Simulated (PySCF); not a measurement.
Compound: C₅H₇PSe.
Structure used (PBE0-D3(BJ)/def2-SVP), in Å, numbered top down from 1:
```xyz
14
C5H7PSe angstrom
Se     2.839   -0.378    1.249
P      1.430   -0.363   -0.300
C      0.218   -1.695   -0.288
C     -1.103   -1.489   -0.238
C     -1.799   -0.169   -0.256
C     -0.951    1.057   -0.334
C      0.385    1.101   -0.401
H      2.004   -0.454   -1.603
H      0.627   -2.710   -0.246
H     -1.761   -2.364   -0.171
H     -2.446   -0.096    0.639
H     -2.519   -0.159   -1.096
H     -1.500    2.006   -0.327
H      0.911    2.059   -0.426
```

Method used: core-valence-separated Tamm–Dancoff BHandHLYP/aug-pcX-1 (pcseg-1 on H, def2-SVPD on Se, def2-SVPD on P) in PySCF, non-relativistic, gas phase, PBE0-D3(BJ)/def2-SVP geometry. No empirical shift is added; at this level the pattern usually sits a few eV under experiment.

The lowest roots of each edge with f over 0.003 (five at most, numbered afresh; weaker and dark ones are left out), with transition dipoles (au) in the frame of the coordinates:

```
root  edge  E (eV)       f       μx       μy       μz
   1     C  282.61  0.0047  -0.0015   0.0003  -0.0260
   2     C  282.62  0.1172  -0.0060  -0.0045  -0.1299
   3     C  282.68  0.0058  -0.0012  -0.0014  -0.0289
   4     C  282.68  0.1104   0.0049   0.0042   0.1261
   5     C  286.00  0.0310  -0.0115  -0.0655  -0.0006
```

**Question.** Molecules are fixed in this frame and the field points along (1, 1, 0)/√2. What effective strengths 3 f cos²θ do the roots have (θ between field and μ)?

**Answer.** root 1 (C4/C6): 0.000, root 2 (C4/C6): 0.001, root 3 (C3/C7): 0.000, root 4 (C3/C7): 0.001, root 5 (C3/C7): 0.062. Root 5 is the strongest. Averaged over all orientations cos²θ is 1/3, which gives f back. For degenerate partners only the sum has meaning, as the program may mix them freely.

 The BHandHLYP/aug-pcX-1 (pcseg-1 on H, def2-SVPD on Se, def2-SVPD on P) calculation is non-relativistic and has no spin–orbit coupling, an omission that weighs most on selenium.
